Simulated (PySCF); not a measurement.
Compound: C7H9F3.
Atom-mapped SMILES: `[CH3:1][C:2]([CH3:3])=[C:4]=[C:5]([CH3:6])[C:7]([F:8])([F:9])[F:10]` (hydrogens: H11, H12, H13 on C1; H14, H15, H16 on C3; H17, H18, H19 on C6)

The calculation used PBE0-D3(BJ)/def2-SVP geometry optimisation, gas phase (PySCF 2.14.0).

**Question.** What internal coordinates does the optimisation give?

**Answer.** 
```json
{"bond": "C1–C2, C2–C3", "length (Å)": "1.504", "order": "single"}
{"bond": "C2=C4", "length (Å)": "1.312", "order": "double"}
{"bond": "C4=C5", "length (Å)": "1.313", "order": "double"}
{"bond": "C5–C6", "length (Å)": "1.503", "order": "single"}
{"bond": "C5–C7", "length (Å)": "1.504", "order": "single"}
{"bond": "C7–F8, C7–F9", "length (Å)": "1.342", "order": "single"}
{"bond": "C7–F10", "length (Å)": "1.330", "order": "single"}
{"bond": "C1–H11 and 5 like bonds", "length (Å)": "1.101", "order": "single"}
{"bond": "C6–H17, C6–H18, C6–H19", "length (Å)": "1.100", "order": "single"}
```

Bonds in one row agree within 0.01 Å and their mean is given. Orders are formal, as drawn. A selection of angles:
```json
{"angle": "C1–C2–C3", "degrees": "117.0"}
{"angle": "C1–C2–C4", "degrees": "121.5"}
{"angle": "C2–C4–C5", "degrees": "179.2"}
{"angle": "C4–C5–C6", "degrees": "124.9"}
{"angle": "C4–C5–C7", "degrees": "119.6"}
{"angle": "C6–C5–C7", "degrees": "115.5"}
{"angle": "C5–C7–F8", "degrees": "111.0"}
{"angle": "C5–C7–F10", "degrees": "113.1"}
{"angle": "F8–C7–F9", "degrees": "106.4"}
{"angle": "F8–C7–F10", "degrees": "107.6"}
```

Dihedral angles: C4–C5–C7–F8 -119° (anticlinal).

The C–C distances run from 1.312 Å (C2=C4, drawn double) to 1.504 Å (C5–C7, drawn single), a spread of 0.192 Å. Of the pairs four or more bonds apart, F9···H18 is among the closest relative to their van der Waals radii: 2.64 Å, 99 % of the sum of Bondi's values.

PBE0-D3(BJ)/def2-SVP frequencies: not computed here.
